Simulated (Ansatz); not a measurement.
Mulliken charges of CH3FO2Si, SMILES `O=CO[SiH2]F` from PBE/def2-TZVPP in Ansatz (PBE0-D4/def2-TZVP geometry).

```
atom   x (Å)   y (Å)   z (Å)  charge (e)
  O1  -0.238   0.193   1.878      -0.232
  C2  -0.612   0.914   1.003       0.176
  O3  -0.404   0.694  -0.303      -0.251
 Si4   0.484  -0.626  -0.824       0.600
  F5  -0.351  -1.952  -0.584      -0.259
  H6  -1.172   1.846   1.158       0.089
  H7   1.768  -0.713  -0.108      -0.057
  H8   0.617  -0.413  -2.276      -0.066
```

By hand: the dipole of these point charges (1 e Å = 4.8032 D).

Σ q r = (0.184, 0.304, -0.267) e Å, of length 0.444 e Å = 2.13 D.

How does the dipole of the full density compare? (An estimate is asked.)

Ansatz gave: (0.074, 0.319, -0.302) e Å, 2.14 D; the point charges give 1.00 times that, at 15° from its direction.

Point charges leave out the atoms' own dipoles, such as those of lone pairs, and Mulliken's split depends on the basis, so the close match here is no proof of good charges.
